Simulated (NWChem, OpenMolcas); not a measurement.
# A ladder of methods for GeH2Cl2O (SMILES [OH][GeH]([Cl])[Cl])

GeH2Cl2O has 6 atoms, charge 0, and is taken as a singlet. SMILES: `[OH][GeH]([Cl])[Cl]`. Geometry: relaxed at PBE0-D4/def2-TZVP. This is one conformer, not always the lowest.

| atom | x (Å) | y (Å) | z (Å) |
| --- | --- | --- | --- |
| O | -0.1610 | 1.2910 | -0.6142 |
| Ge | -0.0654 | -0.1488 | 0.3789 |
| Cl | 1.9485 | -0.8626 | 0.4217 |
| Cl | -1.2524 | -1.7006 | -0.4874 |
| H | 0.1264 | 1.1520 | -1.5210 |
| H | -0.5540 | 0.2049 | 1.7757 |

Quantity: the dipole moment, in D. The values are calculated.

```json
{"level": "HF/cc-pVDZ", "kind": "Hartree–Fock", "program": "OpenMolcas", "value (D)": "0.71", "CPU time": "9.8 s"}
{"level": "SVWN5/cc-pVDZ", "kind": "LDA", "program": "OpenMolcas", "value (D)": "0.85", "CPU time": "23 s"}
{"level": "BLYP/cc-pVDZ", "kind": "GGA", "program": "OpenMolcas", "value (D)": "0.83", "CPU time": "33 s"}
{"level": "revPBE/cc-pVDZ", "kind": "GGA", "program": "OpenMolcas", "value (D)": "0.88", "CPU time": "33 s"}
{"level": "M06-L/cc-pVDZ", "kind": "meta-GGA", "program": "OpenMolcas", "value (D)": "0.96", "CPU time": "45 s"}
{"level": "TPSS/cc-pVDZ", "kind": "meta-GGA", "program": "OpenMolcas", "value (D)": "0.89", "CPU time": "51 s"}
{"level": "BHLYP/cc-pVDZ", "kind": "global hybrid", "program": "OpenMolcas", "value (D)": "0.74", "CPU time": "31 s"}
{"level": "M06-2X/cc-pVDZ", "kind": "hybrid meta-GGA", "program": "NWChem", "value (D)": "0.77", "CPU time": "2.1 min"}
```

All-electron rows without a relativistic Hamiltonian named are non-relativistic. The values span 0.71 to 0.96 D. Magnitudes only. CPU times are rough (shared hosts, several kinds of processor): they show what a rung costs within a factor of a few.
